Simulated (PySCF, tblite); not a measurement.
Scan of H2Be, singlet: symmetric bend, bond length relaxed. Scanned: H-Be-H angle. Other coordinates (Be-H bond length) were minimised at B3LYP/def2-TZVP.

Computed with: GFN2-xTB, 300 K electronic temperature (tblite); CCSD(T) on RHF/cc-pVTZ (PySCF).

Energies relative to the lowest point of each profile, in kJ/mol; the last columns give the difference from CCSD(T):

| a / ° | GFN2-xTB | CCSD(T) | GFN2-xTB − CCSD(T) |
|---|---|---|---|
| 180 | 0.0 | 0.0 | 0.0 |
| 170 | 0.7 | 2.0 | -1.3 |
| 160 | 3.1 | 8.1 | -5.0 |
| 150 | 7.4 | 18.5 | -11.1 |
| 140 | 13.7 | 33.4 | -19.6 |
| 130 | 22.8 | 53.0 | -30.2 |
| 120 | 35.4 | 77.7 | -42.3 |
| 110 | 52.5 | 108.1 | -55.6 |
| 100 | 76.0 | 144.9 | -68.8 |
| 90 | 108.5 | 188.8 | -80.3 |
| 80 | 154.1 | 240.8 | -86.7 |
| 70 | 219.9 | 301.6 | -81.6 |
| 60 | 317.9 | 370.3 | -52.5 |

GFN2-xTB is furthest from CCSD(T) at 80 (-86.7 kJ/mol, below); its mean absolute difference over the points is 41.2 kJ/mol.
